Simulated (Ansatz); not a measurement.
`[SiH3]O[Si](Cl)(Cl)Cl`. Total charge 0; spin multiplicity 1.

```
atom    x (Å)    y (Å)    z (Å)
 Si1  -1.5862   0.0487   0.4019
  O2   0.0093   0.4299   0.2277
 Si3   1.4592   0.0431  -0.3227
 Cl4   2.0824  -1.6996   0.5075
 Cl5   2.7581   1.5160   0.1575
 Cl6   1.4082  -0.1773  -2.3385
  H7  -2.2241   1.1582   1.1453
  H8  -1.7050  -1.2198   1.1599
  H9  -2.2018  -0.0994  -0.9386
```

Problem. Give the diagnostics of a CCSD(T)/def2-TZVPP run (frozen core, the Gaussian-basis code of Ansatz). (Estimate.)

Solution. Computed: T1 = 0.0099, largest single amplitude 0.016, largest double 0.015, (T) share of the correlation energy 3.9 %, 8 CCSD cycles. The RHF solution is stable towards an unrestricted one. T1 lies under the customary mark of 0.02 for closed shells.
